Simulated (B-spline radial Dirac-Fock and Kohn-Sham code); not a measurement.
## Eu³⁺ 4f5/2: cross section and angular parameters

System: europium as Eu³⁺ in the configuration [Xe] 4f6; threshold 42.57 eV (orbital energy of the model). Method: Dirac-Hartree-Slater photoionisation with a Latter tail; cross sections with all multipoles, angular parameters from the dipole term and its interference with E2. Computed with a radial B-spline solver.

```
hν (eV)   σ (kb)      β      γ      δ
   57.6     1490  0.806  0.009  0.005
     60     1580  0.738  0.008  0.006
   65.3     1770  0.624  0.006  0.007
   90.9     2180  0.401  0.003  0.011
    101     2160  0.377  0.003  0.012
    104     2150  0.374  0.003  0.012
    113     2080  0.370  0.003  0.013
    125     1960  0.376  0.004  0.015
    138     1830  0.392  0.004  0.016
    160     1620  0.430  0.006  0.019
    221     1090  0.554  0.012  0.023
    400      340  0.830  0.042  0.037
    435      276  0.866  0.051  0.040
    488      206  0.913  0.066  0.044
    600      117  0.984  0.104  0.052
    630      102  0.998  0.115  0.054
    717     69.7  1.031  0.148  0.061
    756     59.5  1.042  0.164  0.063
    800     50.0  1.052  0.182  0.066
    850     41.4  1.061  0.202  0.070
 1253.6        ?      ?      ?      ?
   1470     6.71  1.062  0.437  0.107
   1830     3.07  1.026  0.550  0.128
   2000     2.22  1.007  0.598  0.138
   2850    0.580  0.914  0.792  0.186
   5550   0.0386  0.712  1.164  0.329
 8047.8  0.00768  0.601  1.359  0.449
   8970  0.00473  0.570  1.407  0.490
 9251.7  0.00412  0.561  1.420  0.502
  12200  0.00117  0.487  1.514  0.623
```

Problem. Give the values at Mg Kα (1253.6 eV).

Solution. σ = 11.6 kb, β = 1.076, γ = 0.360, δ = 0.095.
